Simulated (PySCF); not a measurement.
B(F)(Cl)(Br), SMILES ClB(Br)F (BBrClF), CAM-B3LYP/def2-SVP optimised geometry.

```
4

B     -0.36     0.23     0.00
F     -1.00     1.38     0.00
Cl     1.38     0.23     0.00
Br    -1.38    -1.38     0.00
```

Density from CAM-B3LYP/def2-TZVP run with PySCF 2.14.0 at that geometry.

Minimum of the electron density along straight lines between bonded atoms, close to the bond critical point (lines longer than 1.1 times the sum of covalent radii, or with two minima, are not listed):

```
bond    length / Å  ρ at the minimum / e bohr⁻³  ∇²ρ there / e bohr⁻⁵  position (fraction from the first atom)
------  ----------  ---------------------------  --------------------  ---------------------------------------
B1–F2        1.308                        0.216                  1.31                                     0.34
B1–Cl3       1.741                        0.161                 -0.10                                     0.30
B1–Br4       1.904                        0.145                 -0.33                                     0.32
```
